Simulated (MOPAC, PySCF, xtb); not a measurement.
Pair of molecules: CH3F (SMILES CF) (first 5 atoms) with CH6Si (SMILES C[SiH3]); geometry from B3LYP-D3(BJ)/def2-TZVP, rigid monomers moved along the line of their centres of mass till F2···Si7 is 2.91 Å.
(charge 0, multiplicity 1):
```xyz
13

C     -0.14707    -0.13374     0.50806
F      1.00171     0.15185     1.23919
H     -0.85899     0.68064     0.64403
H      0.12511    -0.22828    -0.54367
H     -0.57110    -1.06839     0.87567
C     -0.61078    -0.12906     5.73510
Si     0.04954    -0.00751     3.98086
H     -0.52547     0.82924     6.25110
H     -0.05400    -0.87117     6.31056
H     -1.66283    -0.42067     5.73842
H     -0.72707     0.99920     3.21726
H     -0.08515    -1.31738     3.29848
H      1.47585     0.38818     3.99279
```

Counterpoise-corrected where a basis set is named; no monomer relaxation. Rows marked so take none.

Rows in 6-31G* carry no dispersion term and start afresh at each structure (6-31G* with six Cartesian d functions). The state that AM1 reach isn't checked.

Programs: MOPAC for AM1 (differences of heats of formation); PySCF for 6-31G* rows; xtb for the GFN methods. 

### Question
One of these levels gives 2.9 meV for the interaction energy. Which one is it?
A. AM1
B. BP86/6-31G* (no counterpoise)
C. GFN2-xTB
D. HF/6-31G* (no counterpoise)

### Answer
C, GFN2-xTB. The others give 218.1 (AM1), 23.3 (HF/6-31G* (no counterpoise)), -13.8 (BP86/6-31G* (no counterpoise))
